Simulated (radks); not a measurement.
Task: Species: neutral cadmium. Configuration: [Kr] 4d10 5s2. Method: scalar-relativistic Kohn-Sham, r2SCAN, spin-unpolarised, spherical densities, finite nucleus; meta-GGA in the generalised Kohn-Sham scheme; Fermi nuclear charge, rms radius 4.6087 fm; computed with a radial shooting solver on a logarithmic mesh with Libxc functionals. Some entries of the table are withheld. Estimate them.

| orbital | occ. | eigenvalue (hartree) | <r> (bohr) |
|---|---|---|---|
| 1s | 2 | -976.6535 | 0.03040 |
| 2s | 2 | -145.5320 | 0.1316 |
| 2p | 6 | -130.4774 | (1) |
| 3s | 2 | -27.34496 | (2) |
| 3p | 6 | -22.36777 | 0.3565 |
| 3d | 10 | -14.59633 | 0.3347 |
| 4s | 2 | -4.00283 | 0.8820 |
| 4p | 6 | -2.53780 | 0.9625 |
| 4d | 10 | -0.44815 | 1.285 |
| 5s | 2 | -0.21496 | (3) |
| 5p | 0 | -0.02867 | 3.904 |

Result: 
(1) 2p <r> (bohr): 0.1149
(2) 3s <r> (bohr): 0.3575
(3) 5s <r> (bohr): 2.893
